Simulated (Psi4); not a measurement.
NP, triplet (typed; the unrestricted solution is spin-contaminated), geometry from GFN2-xTB (a higher spin typed on purpose: for a closed-shell molecule this is an excited state), with bond 2-1 at 1.3 times its length; Psi4 with TPSS/cc-pVTZ.

Psi4 was given this input:
```
memory 2 GB

molecule {
0 3
  N    -0.00000000   -0.00000000   -1.04207804
  P     0.00000000    0.00000000    0.94481743
}

set basis cc-pvtz
set reference uks
set cholesky_tolerance 1e-3
set scf_type cd

energy('tpss')
print_variables()
```

Question: What does Psi4 print? Leave out banner, timings and long lists.

Answer: 
```
   => Loading Basis Set <=

    Name: CC-PVTZ
    Role: ORBITAL
    Keyword: BASIS

         ---------------------------------------------------------
                                   SCF
               by Justin Turney, Rob Parrish, Andy Simmonett
                          and Daniel G. A. Smith
                              UKS Reference
         ---------------------------------------------------------

  ==> Geometry <==

    Molecular point group: c2v
    Full point group: C_inf_v

    Geometry (in Angstrom), charge = 0, multiplicity = 3:

       Center              X                  Y                   Z               Mass
    ------------   -----------------  -----------------  -----------------  -----------------
         N            0.000000000000     0.000000000000    -1.368296057989    14.003074004430
         P            0.000000000000     0.000000000000     0.618599412011    30.973761998420

  Running in c2v symmetry.

  Rotational constants: A = ************  B =      0.44281  C =      0.44281 [cm^-1]
  Rotational constants: A = ************  B =  13275.12808  C =  13275.12808 [MHz]
  Nuclear repulsion =   27.965037899225770

  Charge       = 0
  Multiplicity = 3
  Electrons    = 22
  Nalpha       = 12
  Nbeta        = 10

  ==> Algorithm <==

  SCF Algorithm Type is CD.
  DIIS enabled.
  MOM disabled.
  Fractional occupation disabled.
  Guess Type is SAD.
  Energy threshold   = 1.00e-06
  Density threshold  = 1.00e-06
  Integral threshold = 1.00e-12

  ==> Primary Basis <==

  Basis Set: CC-PVTZ
    Blend: CC-PVTZ
    Number of shells: 22
    Number of basis functions: 64
    Number of Cartesian functions: 74
    Spherical Harmonics?: true
    Max angular momentum: 3

  ==> DFT Potential <==

   => LibXC <=

    Version 7.1.2
    S. Lehtola, C. Steigemann, M. J. T. Oliveira, and M. A. L. Marques,  SoftwareX 7, 1–5 (2018) (10.1016/j.softx.2017.11.002)

   => Composite Functional: TPSS <=

    TPSS Meta-GGA XC Functional

    J. Tao, et al., Phys. Rev. Lett., 91, 146401, 2003

    Deriv               =              1
    GGA                 =           TRUE
    Meta                =           TRUE

    Exchange Hybrid     =          FALSE
    MP2 Hybrid          =          FALSE

   => Exchange Functionals <=

    1.0000   XC_MGGA_X_TPSS

   => Correlation Functionals <=

    1.0000   XC_MGGA_C_TPSS

   => LibXC Density Thresholds  <==

    XC_MGGA_C_TPSS:  1.00E-15
    XC_MGGA_X_TPSS:  1.00E-15

   => Molecular Quadrature <=

    Radial Scheme          =       TREUTLER
    Pruning Scheme         =           NONE
    Nuclear Scheme         =       TREUTLER

    Blocking Scheme        =         OCTREE
    BS radius alpha        =              1
    Pruning alpha          =              1
    Radial Points          =             75
    Spherical Points       =            302
    Total Points           =          42557
    Total Blocks           =            382
    Max Points             =            255
    Max Functions          =             64
    Weights Tolerance      =       1.00E-15

  ==> Integral Setup <==

  ==> CDJK: Cholesky-decomposed J/K Matrices <==

    J tasked:                     Yes
    K tasked:                      No
    wK tasked:                     No
    Integrals threads:              1
    Algorithm:                   Core
    Integral Cache:              NONE
    Schwarz Cutoff:             1E-12
    Cholesky tolerance:      1.00E-03
    No. Cholesky vectors:         265

  Minimum eigenvalue in the overlap matrix is 8.5042123205E-03.
  Reciprocal condition number of the overlap matrix is 2.4703706562E-03.
    Using symmetric orthogonalization.

  ==> Pre-Iterations <==

  SCF Guess: Superposition of Atomic Densities via on-the-fly atomic UHF (no occupation information).

   -------------------------
    Irrep   Nso     Nmo
   -------------------------
     A1        28      28
     A2         6       6
     B1        15      15
     B2        15      15
[...]
    DOCC [     7,    0,    2,    1 ]
    SOCC [     0,    0,    1,    1 ]
    NA   [     7,    0,    3,    2 ]
    NB   [     7,    0,    2,    1 ]

   @UKS iter   4:  -395.88542023248584   -2.51185e-01   8.10807e-03 DIIS/ADIIS
    Occupation by irrep:
             A1    A2    B1    B2
    DOCC [     7,    0,    2,    1 ]
    SOCC [     0,    0,    0,    2 ]
    NA   [     7,    0,    2,    3 ]
    NB   [     7,    0,    2,    1 ]

   @UKS iter   5:  -395.84316841811392    4.22518e-02   1.06254e-02 DIIS/ADIIS
   @UKS iter   6:  -395.97159579820777   -1.28427e-01   2.57909e-03 DIIS/ADIIS
   @UKS iter   7:  -395.97652944932412   -4.93365e-03   9.81498e-04 DIIS/ADIIS
   @UKS iter   8:  -395.97756405418198   -1.03460e-03   2.52374e-04 DIIS/ADIIS
   @UKS iter   9:  -395.97766455740384   -1.00503e-04   1.46055e-04 DIIS/ADIIS
   @UKS iter  10:  -395.97771021852026   -4.56611e-05   1.19578e-04 DIIS/ADIIS
   @UKS iter  11:  -395.97776821414590   -5.79956e-05   2.49921e-05 DIIS
   @UKS iter  12:  -395.97777122956506   -3.01542e-06   1.85588e-05 DIIS
   @UKS iter  13:  -395.97777154657427   -3.17009e-07   4.87373e-06 DIIS
   @UKS iter  14:  -395.97777156766006   -2.10858e-08   7.24375e-07 DIIS
  Energy and wave function converged.

  ==> Post-Iterations <==

   Electrons on quadrature grid:
      Nalpha   =   12.0000000487 ; deviation = 4.873e-08
      Nbeta    =   10.0000003666 ; deviation = 3.666e-07
      Ntotal   =   22.0000004153 ; deviation = 4.153e-07

   @Spin Contamination Metric:   3.963797602E-01
   @S^2 Expected:                2.000000000E+00
   @S^2 Observed:                2.396379760E+00
   @S   Expected:                1.000000000E+00
   @S   Observed:                1.000000000E+00

    Orbital Energies [Eh]
    ---------------------

    Alpha Occupied:

[...]
    Alpha Virtual:

[...]
      28A1     6.061510

    Beta Occupied:

[...]
       2B1    -0.250922

    Beta Virtual:

[...]
    Final Occupation by Irrep:
             A1    A2    B1    B2
    DOCC [     7,    0,    2,    1 ]
    SOCC [     0,    0,    0,    2 ]
    NA   [     7,    0,    2,    3 ]
    NB   [     7,    0,    2,    1 ]

  @UKS Final Energy:  -395.97777156766006

   => Energetics <=

    Nuclear Repulsion Energy =             27.9650378992257700
    One-Electron Energy =                -601.1510533836228660
    Two-Electron Energy =                 207.1579836608623850
    DFT Exchange-Correlation Energy =     -29.9497397441253490
    Empirical Dispersion Energy =           0.0000000000000000
    VV10 Nonlocal Energy =                  0.0000000000000000
    Total Energy =                       -395.9777715676600565

  UHF NO Occupations:
  HONO-2 :    2 B1 1.7873877
  HONO-1 :    2 B2 1.0000000
  HONO-0 :    3 B2 1.0000000
  LUNO+0 :    3 B1 0.2126123
  LUNO+1 :    8 A1 0.0055294
  LUNO+2 :    9 A1 0.0019112
  LUNO+3 :   10 A1 0.0007521

Computation Completed

Properties will be evaluated at   0.000000,   0.000000,   0.000000 [a0]

Properties computed using the SCF density matrix

 Multipole Moments:

 ------------------------------------------------------------------------------------
     Multipole            Electronic (a.u.)      Nuclear  (a.u.)        Total (a.u.)
 ------------------------------------------------------------------------------------

 L = 1.  Multiply by 2.5417464519 to convert [e a0] to [Debye]
 Dipole X            :          0.0000000            0.0000000            0.0000000
 Dipole Y            :          0.0000000            0.0000000            0.0000000
 Dipole Z            :          1.1631279           -0.5651816            0.5979463
 Magnitude           :                                                    0.5979463

 ------------------------------------------------------------------------------------

  Variable Map:
  ----------------------------------------------------------------------------
[...]
  Array Variable Map:
  ----------------------------------------------------------------------------
[...]
[...]
```
